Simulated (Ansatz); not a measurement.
Al(F)(Cl)(Et) (C2H5AlClF), SMILES [Cl][Al]([CH2]C)[F].

Geometry optimised at B3LYP-D3(BJ)/def2-SVP. The structure was generated by enumeration; whether it is a known compound was not checked. One conformer was computed; it need not be the lowest.

Two levels are set side by side: PBE/def2-SVPD (Ansatz, a first-principles code) and PBE0/def2-SVPD (Ansatz). Energy differences of separate SCF runs at the same geometry; the states with an electron removed or added have multiplicity 2 and 2. Differences are taken from unrounded values.

```json
[
 {"quantity": "vertical ionisation energy (eV)", "PBE0": "10.59"},
 {"quantity": "vertical singlet–triplet gap (eV)", "PBE0": "6.03"}
]
```

Question: What does PBE give, and how far is it from PBE0? (An estimate is asked for; the answer gives what the named calculation found.)

Answer: 
```tsv
quantity	PBE	PBE minus PBE0
vertical ionisation energy (eV)	10.21	-0.38
vertical singlet–triplet gap (eV)	5.59	-0.44
```
